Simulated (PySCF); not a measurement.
C₆ coefficients of unlike pairs at PBE

Calculated with PySCF 2.14 from the dipole response of each species, C₆(A,B) = (3/π) ∫ α_A(iu) α_B(iu) du, in atomic units, from isotropic polarisabilities. For ions this is the dispersion term alone; charge-induced terms of lower order in 1/R come first.

```json
{"species": "Ni²⁺", "configuration": "[Ar] 3d8 (3F)", "basis": "def2-QZVPPD (11s6p5d4f2g)", "relativity": "none", "α (bohr³)": "3.407", "C₆ (like pair)": "9.495"}
{"species": "Zr³⁺", "configuration": "[Kr] 4d1 (2D)", "basis": "aug-cc-pVTZ-PP with one added diffuse shell each of s, p, d, f, g type with ECP28MDF (7s7p6d4f3g)", "relativity": "core potential", "α (bohr³)": "5.772", "C₆ (like pair)": "23.39"}
{"species": "Cr", "configuration": "[Ar] 3d5 4s1 (7S)", "basis": "aug-cc-pVTZ (8s7p5d3f2g)", "relativity": "none", "α (bohr³)": "70.66", "C₆ (like pair)": "572.6"}
{"species": "O⁺", "configuration": "[He] 2s2 2p3 (4S)", "basis": "aug-cc-pVQZ-DK (6s5p4d3f2g)", "relativity": "spin-free X2C", "α (bohr³)": "2.687", "C₆ (like pair)": "5.301"}
```

**Question.** Estimate C₆ for Zr³⁺ with Ni²⁺.

**Answer.** The integral gives 14.77. The combination rule 2 C_A C_B / (C_A α_B/α_A + C_B α_A/α_B) gives 14.86 and the geometric mean 14.90.

No spin-orbit coupling is included.

The other pairs:

| pair | C₆ |
| --- | --- |
| Cr, Ni²⁺ | 53.73 |
| Cr, Zr³⁺ | 88.33 |
| O⁺, Zr³⁺ | 11.13 |
| O⁺, Cr | 41.83 |
| O⁺, Ni²⁺ | 7.039 |
